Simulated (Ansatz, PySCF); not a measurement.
Another site gives an ion 58128.57 eV lower (`O[SiH2]Br`) at the level CAM-B3LYP-D3(BJ)/def2-TZVPD (PySCF).

A geometry relaxed with CAM-B3LYP-D3(BJ)/def2-TZVPD in Ansatz (an electronic-structure program), charge 0, multiplicity 1:

```xyz
10

H      0.1797     1.4415     0.8723
Si    -0.8675     0.8793    -0.0129
H      1.8483    -2.0633    -0.2749
H     -0.9539     1.6765    -1.2484
O     -2.3697     0.9470     0.6398
H      1.7986    -0.5351     0.6166
H      1.8628    -0.5351    -1.1622
H     -2.5619     0.4052     1.4085
S     -0.3464    -1.1591    -0.3482
C      1.4696    -1.0446    -0.2860
```

### Question
Write the SMILES of this molecule.

### Answer
`CS[SiH2]O`
